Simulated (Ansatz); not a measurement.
`[NH2][AlH][BH]F` + H₂ → `F[BH][AlH2]` + NH₃ at 600 K and 1 bar (hydrogenolysis of the Al–N bond).

Calculated with Ansatz (gas phase, PBE0-D4/def2-TZVP geometries, no zero-point term in ΔE). CCSD(T)/CBS is the MP2 limit (def2-TZVPP, def2-QZVPP) plus CCSD(T) − MP2 in def2-TZVPP, frozen cores. This one scheme is used for every species. One conformer a species, not always the lowest.

```
          species  CCSD(T)/CBS energy (Eh)  H − E (kJ/mol)  S (J/(mol·K))
`[NH2][AlH][BH]F`               -423.76780           178.2          411.4
               H₂                 -1.17544            43.9          150.8
    `F[BH][AlH2]`               -368.40257           113.7          353.8
              NH₃                -56.50880           112.4          219.5
```

H − E and S are ideal-gas, rigid-rotor, harmonic terms from PBE0-D4/def2-TZVP, for one conformer and one mirror image of each species. The MP2-based limit puts H₂ 0.8 mEh under its directly extrapolated value; such offsets cancel only in part. 1 Eh = 2625.50 kJ/mol, R = 8.31446 J/(mol·K).

**Question.** By hand: ΔE, ΔH, ΔS and ΔG.

**Answer.** ΔE = (-368.40257) + (-56.50880) − (-423.76780) − (-1.17544) = 0.03187 Eh = 83.7 kJ/mol. Δ(H − E) = 113.7 + 112.4 − 178.2 − 43.9 = 4.0, so ΔH = 87.7 kJ/mol. ΔS = 353.8 + 219.5 − 411.4 − 150.8 = 11.1 J/(mol·K). ΔG = 87.7 − 600 × (11.1)/1000 = 81.0 kJ/mol.

**Question.** By hand: the equilibrium constant, and the temperature at which ΔG would vanish if ΔH and ΔS stayed fixed.

**Answer.** log₁₀ K = −ΔG/(RT ln 10) = -7.1. ΔG = 0 at ΔH/ΔS = 7901 K, far beyond where these terms or the molecules hold.

The number of gas molecules stays the same, so ΔS is small and ΔH decides. A doubt of 5 kJ/mol in ΔE shifts log₁₀ K by 0.4 here. Other conformers and mirror images would add mixing entropy, several J/(mol·K) or more a flexible species. Modes under 60 cm⁻¹, often nearly free rotors, make the harmonic entropy too high. These are equilibria of isolated gas molecules and say nothing of rates. Largest T1 diagnostic: 0.014 (customary marks: 0.02 for closed shells, 0.045 for open ones).
